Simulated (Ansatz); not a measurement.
The first iterations of a band of C₄H₉NSi (15 atoms, charge 0, multiplicity 1).

The calculation used RKS PBE0-D4/6-31G* in Ansatz.

```
movable images  : 5
climbing image  : yes
spring          : 5.0 eV/Å²
optimiser       : quadratic models (default)
start path      : through a guess of the saddle point
force threshold : 0.05 eV/Å
iteration limit : 54
end points      : relaxed
```

First end point:

```xyz
15
Properties=species:S:1:pos:R:3
C 0.025 -2.163 0.348
C -0.423 -0.915 0.512
C 0.156 0.255 -0.168
Si 1.619 0.066 -1.367
N -0.248 1.468 -0.039
C -1.362 1.770 0.842
H 0.861 -2.399 -0.308
H -0.430 -3.003 0.866
H -1.264 -0.745 1.182
H 2.797 -0.539 -0.679
H 1.261 -0.841 -2.498
H 1.980 1.404 -1.892
H -2.291 1.288 0.507
H -1.175 1.453 1.877
H -1.526 2.851 0.846
```

Last end point:

```xyz
15
Properties=species:S:1:pos:R:3
C 0.235 -2.098 0.589
C -0.324 -0.884 0.627
C 0.122 0.244 -0.206
Si 1.553 0.046 -1.442
N -0.382 1.426 -0.192
C -1.485 1.731 0.702
H 1.068 -2.334 -0.071
H -0.121 -2.907 1.219
H -1.155 -0.712 1.308
H 1.243 -1.013 -2.448
H 1.770 1.341 -2.129
H 2.806 -0.369 -0.743
H -2.373 1.122 0.484
H -1.221 1.574 1.757
H -1.760 2.782 0.576
```

| iteration | highest image above the first end (eV) | largest band force component (eV/Å) |
| --- | --- | --- |
| 1 | 1.060 | 4.462 |
| 2 | 0.166 | 1.558 |

Q: Does the band converge within its limit, and where does its top end?

A: It converged. It ended after 7 iterations with the highest image 0.010 eV above the first end. A vibrational analysis at the climbing image gives no mode beyond 40i cm⁻¹: the surface is too flat there to confirm a saddle point.

Time of the run: 4.4 min on 2 threads of Arm Neoverse N1, with other jobs on the host, peak memory 0.29 GiB.
